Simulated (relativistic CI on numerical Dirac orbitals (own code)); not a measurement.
Energy levels of I XXXIV

These numbers are calculated, not measured: Dirac-Coulomb-Breit CI, KLI orbitals optimised for each configuration, model QED (radiative potential, 1s self-energy scaled to tabulated hydrogen-like ionisation energies), unscaled Slater integrals (own radial code, finite nucleus).

Configurations in the expansion (outside the closed core [Ne]): 3s²3p⁶3d², 3s²3p⁵3d³, 3s3p⁶3d³, 3s²3p⁶3d4s, 3s²3p⁶3d4p, 3s²3p⁶3d4d, 3s²3p⁵3d²4s, 3s²3p⁶3d4f, 3s²3p⁵3d²4p, 3s²3p⁵3d²4d, 3s3p⁶3d²4s, 3p⁶3d³4p, 3s²3p⁶4s², 3s3p⁶3d²4p, 3s²3p⁶4s4p, 3s²3p⁶3d5s, 3s²3p⁶3d5d, 3s²3p⁶3d5g, 3p⁶3d⁴, 3p⁵3d⁵, 3p⁵3d⁴4s, 3p⁶3d³4s, 3p⁵3d³4s², 3s²3p⁶4p², 3s²3p⁵4s4p², 3s²3p⁶4s4d, 3s²3p⁵4s²4d, 3s3p⁶3d4s², 3s3p⁶4s²4p, 3s3p⁶4s²4d. Double excitations out of closed p, d and f shells are left out; levels of such configurations are missing from the list, as are those of other unlisted configurations, and high levels can miss mixing partners. These lack a partner that the ground configuration has and come out too high: 3s²3p⁵3d²4p, 3s²3p⁵3d²4d.

The lowest level is 3s²3p⁶3d² ³F2, with 83 % of that term; Hund's rules for 3s²3p⁶3d² give ³F with J = 2, in agreement.

```csv
No.,Configuration,Term,J,E (eV),%,Next component (%),Landé g
1,3s²3p⁶3d²,³F,2,0.000,83,16 ¹D,0.725
2,3s²3p⁶3d²,³F,3,12.957,100,,1.078
3,3s²3p⁶3d²,³P,0,13.511,85,15 ¹S,
4,3s²3p⁶3d²,³P,2,20.165,46,40 ¹D,1.182
5,3s²3p⁶3d²,³F,4,20.375,65,35 ¹G,1.158
6,3s²3p⁶3d²,³P,1,22.632,100,,1.496
7,3s²3p⁶3d²,¹G,4,33.040,65,35 ³F,1.082
8,3s²3p⁶3d²,³P,2,36.293,52,44 ¹D,1.244
9,3s²3p⁶3d²,¹S,0,54.607,85,15 ³P,
10,3s²3p⁵3d³,⁵F°,2,170.369,34,21 ⁵D°,1.130
11,3s²3p⁵3d³,⁵D°,1,171.340,46,27 ⁵F°,0.964
12,3s²3p⁵3d³,⁵D°,0,173.981,85,15 ³P°,
13,3s²3p⁵3d³,⁵F°,3,176.030,43,21 ⁵G°,1.169
14,3s²3p⁵3d³,⁵D°,3,181.469,33,18 ³D°,1.222
15,3s²3p⁵3d³,⁵F°,4,181.602,45,31 ⁵G°,1.267
16,3s²3p⁵3d³,⁵S°,2,182.341,48,16 ⁵P°,1.746
17,3s²3p⁵3d³,³F°,2,184.587,39,31 ⁵D°,1.064
18,3s²3p⁵3d³,⁵D°,1,185.776,39,33 ³D°,0.818
19,3s²3p⁵3d³,⁵G°,5,186.349,41,30 ⁵F°,1.256
20,3s²3p⁵3d³,⁵D°,4,188.154,38,31 ³F°,1.275
21,3s²3p⁵3d³,³G°,3,188.239,42,35 ³F°,1.002
22,3s²3p⁵3d³,⁵G°,6,189.793,41,40 ³H°,1.202
23,3s²3p⁵3d³,³G°,4,192.570,38,14 ¹G°,1.105
24,3s²3p⁵3d³,³P°,0,192.988,58,28 ¹S°,
25,3s²3p⁵3d³,³D°,3,194.580,24,23 ⁵D°,1.218
26,3s²3p⁵3d³,³D°,2,195.088,27,21 ¹D°,1.222
27,3s²3p⁵3d³,³S°,1,195.850,35,32 ³P°,1.611
28,3s²3p⁵3d³,³G°,5,197.555,39,22 ⁵G°,1.201
29,3s²3p⁵3d³,³G°,4,198.768,42,23 ⁵D°,1.137
30,3s²3p⁵3d³,³F°,2,199.173,30,29 ³D°,1.155
```

Energies count from the lowest computed level; ° marks odd parity.

The mean weight of the leading LS term, summed over parents, in these 30 levels is 52 %, and that of the leading jj configuration (from the same eigenvectors) 79 %, so jj coupling describes them better and the LS labels are nominal.

At this charge energies of transitions that change n are usually good to better than 1 %, and those within a shell (Δn = 0) to a few per cent. Terms inside the open d or f shell come out 10 to 20 % too wide with unscaled integrals.

LS names give the leading component of a level, which can be under half, so a name can repeat, a term be missing and a line seem to break the LS rules.
